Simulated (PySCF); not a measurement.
C$_{4}$H$_{12}$B$_{2}$S (SMILES CB(C)SB(C)C), singlet, geometry from GFN2-xTB, with bond 14-6 at 1.8 times its length; CASCI(6,5)+NEVPT2/STO-3G run with PySCF.

PySCF was given this input:
```python
from pyscf import gto, scf, mcscf, mrpt
import numpy

mol = gto.Mole()
mol.atom = '''
    B     1.51783529   -0.15516864    0.01024038
    C     1.47472863   -1.66360975    0.47508772
    C     2.92102911    0.52763307   -0.24321477
    S     0.08366461    0.90836869   -0.25918929
    B    -1.52092682    0.12160313   -0.00066296
    C    -2.77465097    1.06163299   -0.21025830
    C    -1.75585679   -1.38867270    0.39583498
    H     2.47390642   -2.07641782    0.59781854
    H     0.95601763   -1.78579703    1.42468810
    H     0.95260135   -2.29536627   -0.24208328
    H     2.84991753    1.56238271   -0.56887643
    H     3.53007408    0.50641103    0.66050573
    H     3.48901213   -0.01899447   -0.99586053
    H    -3.88206904    1.12216704    1.40798103
    H    -3.42138432    0.67366231   -0.99722183
    H    -2.51405370    2.08417930   -0.47161498
    H    -1.31166702   -2.07558207   -0.32290189
    H    -2.81516968   -1.62876711    0.45940003
    H    -1.31404723   -1.62894681    1.36182675
'''
mol.basis = 'sto-3g'
mol.verbose = 4
mol.build()

mf = scf.RHF(mol)
mf.kernel()
mc = mcscf.CASCI(mf, 5, 6)
mc.fix_spin_(ss=0.0)
mc.kernel()
occ = numpy.linalg.eigvalsh(mc.fcisolver.make_rdm1(mc.ci, mc.ncas, mc.nelecas))[::-1]
ss = mc.fcisolver.spin_square(mc.ci, mc.ncas, mc.nelecas)[0]
print('natural occupations', occ.round(4), ' <S^2>', round(ss, 4))
e2 = mrpt.NEVPT(mc).kernel()
print('E(NEVPT2) = %.10f' % (mc.e_tot + e2))
```

Output, abridged:

```
PySCF version 2.14.0

[INPUT] verbose = 4
[INPUT] num. atoms = 19
[INPUT] num. electrons = 62
[INPUT] charge = 0
[INPUT] spin (= nelec alpha-beta = 2S) = 0
[INPUT] symmetry False subgroup None
[INPUT] Mole.unit = angstrom
[INPUT] Symbol           X                Y                Z      unit          X                Y                Z       unit  Magmom
[...]
nuclear repulsion = 329.465197472509
number of shells = 35
number of NR pGTOs = 153
number of NR cGTOs = 51
basis = sto-3g
ecp = {}

******** <class 'pyscf.scf.hf.RHF'> ********
method = RHF
initial guess = minao
damping factor = 0
level_shift factor = 0
DIIS = <class 'pyscf.scf.diis.CDIIS'>
diis_start_cycle = 1
diis_space = 8
diis_damp = 0
SCF conv_tol = 1e-09
SCF conv_tol_grad = None
SCF max_cycles = 50
direct_scf = True
direct_scf_tol = 1e-13
Set gradient conv threshold to 3.16228e-05
Initial guess from minao.
init E= -598.988502440142
[...]
cycle= 1 E= -598.356981049239  delta_E= 0.632  |g|= 0.383  |ddm|= 4.94
[...]
cycle= 2 E= -598.424834325157  delta_E= -0.0679  |g|= 0.101  |ddm|= 0.783
[...]
cycle= 3 E= -598.429742129995  delta_E= -0.00491  |g|= 0.0301  |ddm|= 0.206
[...]
cycle= 4 E= -598.430227311683  delta_E= -0.000485  |g|= 0.00473  |ddm|= 0.0678
[...]
cycle= 5 E= -598.430247211721  delta_E= -1.99e-05  |g|= 0.00214  |ddm|= 0.012
[...]
cycle= 6 E= -598.430251499406  delta_E= -4.29e-06  |g|= 0.000737  |ddm|= 0.00638
[...]
cycle= 7 E= -598.430251982525  delta_E= -4.83e-07  |g|= 0.00014  |ddm|= 0.00251
[...]
cycle= 8 E= -598.430251996374  delta_E= -1.38e-08  |g|= 2.73e-05  |ddm|= 0.000384
[...]
cycle= 9 E= -598.430251997035  delta_E= -6.61e-10  |g|= 6.15e-06  |ddm|= 8.53e-05
[...]
Extra cycle  E= -598.430251997064  delta_E= -2.89e-11  |g|= 2.77e-06  |ddm|= 1.27e-05
converged SCF energy = -598.430251997064

******** <class 'pyscf.mcscf.casci.CASCI'> ********
CAS (3e+3e, 5o), ncore = 28, nvir = 18
natorb = False
canonicalization = True
sorting_mo_energy = False
******** <class 'pyscf.fci.addons.SpinPenaltyFCISolver'> ********
max. cycles = 200
conv_tol = 1e-08
davidson only = True
linear dependence = 1e-12
level shift = 0.001
max iter space = 12
nroots = 1
pspace_size = 400
spin = None
Density matrix diagonal elements [1.92270074 1.99883508 1.8865334  0.1599149  0.03201589]
CASCI converged
CASCI E = -598.483851444129  E(CI) = -5.99723064295029  S^2 = 0.0000000
natural occupations [1.9999 1.9973 1.8111 0.1891 0.0026]  <S^2> 0.0

******** <class 'pyscf.mrpt.nevpt2.NEVPT'> ********
NEVPT2 (3e+3e, 5o), ncore = 28, nvir = 18
root = 0
Natural occ [1.99993914 1.99728778 1.81108502 0.18906683 0.00262122]
Natural orbital (expansion on meta-Lowdin AOs) in CAS space
               #1        #2        #3        #4        #5
0 B 1s           0.00224   0.00025  -0.00083  -0.00065   0.00017
0 B 2s          -0.07774  -0.01001   0.03292   0.02599  -0.00757
0 B 2px          0.15351   0.05449  -0.11120  -0.03191   0.03199
0 B 2py         -0.20031   0.06519   0.05138   0.00175   0.23706
0 B 2pz          0.05641   0.25366   0.02582  -0.07775   0.79399
1 C 1s          -0.00083  -0.00001   0.00004   0.00001  -0.00001
1 C 2s           0.06938  -0.00008  -0.00108   0.00118  -0.00005
1 C 2px         -0.03932  -0.01213   0.02030  -0.00074   0.00113
1 C 2py          0.22352  -0.01437  -0.01051  -0.00441   0.00311
1 C 2pz         -0.06645  -0.04953  -0.00524  -0.01668   0.01092
2 C 1s           0.00027  -0.00012   0.00030   0.00014  -0.00004
2 C 2s          -0.02970   0.01013  -0.02402  -0.00807   0.00200
2 C 2px          0.05237  -0.03953   0.08151   0.01152  -0.00165
2 C 2py          0.03555  -0.02164   0.00971   0.00316   0.00173
2 C 2pz         -0.01216  -0.05120  -0.00854  -0.01031   0.01204
3 S 1s           0.00053   0.00002  -0.00008  -0.00010   0.00002
3 S 2s          -0.00459  -0.00022   0.00107   0.00138  -0.00030
3 S 3s           0.28420   0.01003  -0.03344  -0.03931   0.00736
3 S 2px         -0.00087   0.00073  -0.00337  -0.00142   0.00030
3 S 2py         -0.00974  -0.00331  -0.00055  -0.00198   0.00134
3 S 2pz          0.00298  -0.01099  -0.00141  -0.00393   0.00319
3 S 3px          0.06756  -0.03934   0.18385   0.05037  -0.00916
3 S 3py          0.74829   0.25974   0.02946   0.08234  -0.05409
3 S 3pz         -0.22854   0.86388   0.07981   0.17127  -0.13370
4 B 1s           0.00222   0.00011  -0.00128  -0.00125   0.00020
4 B 2s          -0.07674  -0.00165   0.02993   0.03634  -0.00540
4 B 2px         -0.18661   0.05786  -0.16322  -0.02285  -0.01689
4 B 2py         -0.17397   0.05497   0.00947  -0.04970  -0.11845
4 B 2pz          0.04321   0.25527  -0.12457  -0.39750  -0.41041
5 C 1s           0.00027   0.00011  -0.00022   0.00199  -0.00052
5 C 2s          -0.03015  -0.00386  -0.10835  -0.21757   0.05495
5 C 2px         -0.04796  -0.07548   0.40690   0.29747  -0.06263
5 C 2py          0.04330   0.00243  -0.04788  -0.01111   0.00166
5 C 2pz         -0.00572  -0.00172  -0.46907  -0.45634   0.09636
6 C 1s          -0.00082  -0.00001  -0.00019  -0.00013   0.00006
6 C 2s           0.06909   0.00109   0.01977   0.01397  -0.00531
6 C 2px          0.08029  -0.01015   0.01496   0.00431  -0.00087
6 C 2py          0.21583  -0.00905   0.03982   0.02562  -0.00531
6 C 2pz         -0.05767  -0.05849   0.02260  -0.00231   0.01559
7 H 1s          -0.09726  -0.01435   0.02802   0.00593  -0.00625
8 H 1s          -0.01217  -0.04627  -0.01728   0.01550  -0.13541
9 H 1s          -0.01538   0.05936  -0.00388  -0.02084   0.14137
10 H 1s          0.04898   0.00506  -0.01327  -0.00630   0.00341
11 H 1s         -0.00726  -0.07465   0.02247   0.02031  -0.14291
12 H 1s         -0.00794   0.04832   0.03425  -0.00873   0.13829
13 H 1s         -0.00044  -0.00981  -0.68758   0.65781  -0.00613
14 H 1s         -0.00895   0.05996   0.02662  -0.02281  -0.07466
15 H 1s          0.04707  -0.01651   0.08814   0.03899   0.00081
16 H 1s         -0.01381   0.04904  -0.02609  -0.06280  -0.06182
17 H 1s         -0.09763   0.01282  -0.03450  -0.00425  -0.00331
18 H 1s         -0.01416  -0.06360   0.03978   0.06385   0.06627
<CAS-nat-orb|mo-hf>  29     30       0.98684325
<CAS-nat-orb|mo-hf>  30     29       0.75799371
<CAS-nat-orb|mo-hf>  30     31       0.63618768
<CAS-nat-orb|mo-hf>  31     29      -0.63280991
<CAS-nat-orb|mo-hf>  31     31       0.77071337
<CAS-nat-orb|mo-hf>  32     32       0.91809231
<CAS-nat-orb|mo-hf>  33     33       0.91808048
Sr    (-1)',   E = -0.01730361228321
Si    (+1)',   E = -0.00739760555562
Sijrs (0)  ,   E = -0.22315008190242
Sijr  (+1) ,   E = -0.01322929479617
Srsi  (-1) ,   E = -0.03459477078858
Srs   (-2) ,   E = -0.00556494559911
Sij   (+2) ,   E = -0.00212328604018
Sir   (0)' ,   E = -0.02152605021336
Nevpt2 Energy = -0.324889647178648
E(NEVPT2) = -598.8087410913
```
